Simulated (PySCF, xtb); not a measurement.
MgCl, SMILES [Mg+][Cl], charge +1.

xtb 6.7.1 with GFN2-xTB at its own geometry gives an orbital gap of 2.03 eV.

Coordinates come from a PBE0-D3(BJ)/def2-TZVPD optimisation. The spin state was assumed, not searched.

Task: What does PySCF with M06-2X/def2-TZVPD give? (The exact figures need the calculation; the answer reports its results.)

Result: gap 6.40 eV (levels -15.18 and -8.78 eV).
